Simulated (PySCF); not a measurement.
**Computed beside measured shifts: (4-Chlorobenzyl)Diphenylphosphine Oxide (C19H16ClOP)**

System: (4-Chlorobenzyl)Diphenylphosphine Oxide (C19H16ClOP), SMILES O=P(Cc1ccc(Cl)cc1)(c1ccccc1)c1ccccc1.

Atom-mapped SMILES (hydrogens are numbered by the atom that bears them): [O:1]=[P:2]([CH2:3][c:4]1[cH:5][cH:6][c:7]([Cl:8])[cH:9][cH:10]1)([c:11]1[cH:12][cH:13][cH:14][cH:15][cH:16]1)[c:17]1[cH:18][cH:19][cH:20][cH:21][cH:22]1

Computed with GIAO PBE0/pcSseg-2, gas phase, PySCF SCF with an in-house response code, fitting set def2-universal-JFIT up to Ne and JKFIT beyond, grid level 2, non-relativistic, geometry: PBE0-D3(BJ)/def2-SVP.

One optimised conformer. Values are averaged over the atoms that symmetry or fast rotation interchanges, on this one geometry and without vibrational averaging. Shifts are the reference shielding less the shielding here, at the same level (13C, 1H against isolated TMS; 17O against isolated H2O; 31P against isolated H3PO4); nuclei without a reference have shieldings only.

Q: What shifts does this level give for P2, and how do they compare with measurement?

A: 
```json
{"atom": "P2", "nucleus": "31P", "computed / ppm": "-2.8", "measured / ppm": "29.5", "computed less measured": "-32.3", "measured against": "85 % H3PO4", "medium of the measurement": "CDCl3"}
```

Computed 19F and 31P shifts carry an offset from the reference molecule (CFCl3 is hard for DFT, lone H3PO4 or PH3 isn't the 85 % acid), so differences between compounds are more accurate than the values.

Measured values: supporting information or article, doi 10.1039/d2ra02812c.
